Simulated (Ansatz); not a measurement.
A series at B: from `BrB(Br)Br`, ligands are replaced one by one, each step taking up NH₃ and setting free HBr; n counts the steps. Ansatz, PBE0-D4/def2-TZVP geometries. Each molecule was computed in one conformer, which needn't be the lowest.

CBS adds triple-zeta CCSD(T) − MP2 to the MP2 limit, frozen cores; atoms without spin–orbit coupling. Outer-core shells of Br are correlated without core-valence functions. Scalar relativity is left out up to krypton. Spin–orbit coupling is left out.

```tsv
n	molecule	atomization energy, CCSD(T)/CBS (kJ/mol)
0	`BrB(Br)Br`	?
1	`NB(Br)Br`	2086.0
2	`NB(N)Br`	2952.6
3	`NB(N)N`	3784.6
```

Question: By hand: fit a straight line y = ȳ + b (n − n̄) to the 3 given rows and predict n = 0.

Answer: n̄ = 2.000, ȳ = 2941.07; Σ(n − n̄)(y − ȳ) = 1698.60, Σ(n − n̄)² = 2.000, so b = 849.30 kJ/mol a step. Prediction: 2941.07 + (849.30) × (-2.000) = 1242.5 kJ/mol.

Question: By hand: compare with the computed value, 1177.2 kJ/mol, and give the steps along the whole series.

Answer: The line misses by -65.3 kJ/mol (computed minus predicted). Steps: 908.8, 866.6, 832.0 kJ/mol.

The steps differ by up to 76.8 kJ/mol, small against a whole step but well beyond the method's doubt, so the ligands' effects don't simply add. The miss is 2.5 % of the series' range. The energies themselves are unsure by some kJ/mol a bond, though much of that is common to the series.
